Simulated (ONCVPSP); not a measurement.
## titanium (Ti): ONCV pseudisation with PBE, scalar-relativistic reference atom.

ONCVPSP 4.0.1 input, shortened (lines: element, Z, core and valence counts, functional; n l f; lmax; l rc ep ncon nbas qcut; lloc lpopt rc5 dvloc0; l nproj debl; icmod fcfact rcfact), PBE, scalar-relativistic:

```
  Ti 22.00    4    3        4      upf
    1    0    2.00
    2    0    2.00
    2    1    6.00
    3    0    2.00
    3    1    6.00
    3    2    2.50
    4    0    1.50
    3
    0    3.05    0.00    3    8    2.50
    1    1.05    0.00    4    9    6.50
    2    1.95    0.00    3    8    8.60
    3    3.05    0.09    3    8    3.70
    4    5    0.75    2.00
    0    2    0.90
    1    1    0.50
    2    2    1.30
    3    2    1.20
    3    3.25    1.00
```

All-electron outer shells of the reference configuration (PBE, scalar-relativistic, ld1.x):

```json
{"shell": "3s", "level (eV)": "-60.74", "outermost node (bohr)": "0.40", "outermost maximum (bohr)": "0.87"}
{"shell": "3p", "level (eV)": "-37.05", "outermost node (bohr)": "0.37", "outermost maximum (bohr)": "0.90"}
{"shell": "4s", "level (eV)": "-4.04", "outermost node (bohr)": "1.25", "outermost maximum (bohr)": "2.99"}
{"shell": "3d", "level (eV)": "-2.89", "outermost node (bohr)": "–", "outermost maximum (bohr)": "1.00"}
```

Results:

```
Cutoffs needed             : 25 Ha and 164 Ha (the cutoffs (Ha) at which the residual kinetic energy of the hardest occupied pseudo-wave falls to 1 and 0.1 mHa per electron)
Ghost test                 : ghosts flagged at negative energy: s at -185.9 eV, f at -77.0 eV; GHOST(+) flagged for s at 59.6 eV; a true bound ghost makes a file unfit for plane-wave use
Configuration tests        : 1 of 4 tests not solved or not reliable
rms error of d²Exc/dni dnj : 3.87 mHa without and 3.73 mHa with the model core
```

Generation and tests took about 4.5 s on one core of a shared server CPU.
